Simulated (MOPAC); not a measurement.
MOPAC input (AM1):

```
AM1 PRECISE GNORM=0.05 LET XYZ CHARGE=1 GEO-OK AUX(PRECISION=9) THREADS=1
BrHg

Hg   -0.00000000 1   -0.00000000 1   -0.73352435 1
Br    0.00000000 1    0.00000000 1    1.67662709 1
```

Q: What heat of formation does the run end on?

A: 217.97 kcal/mol.
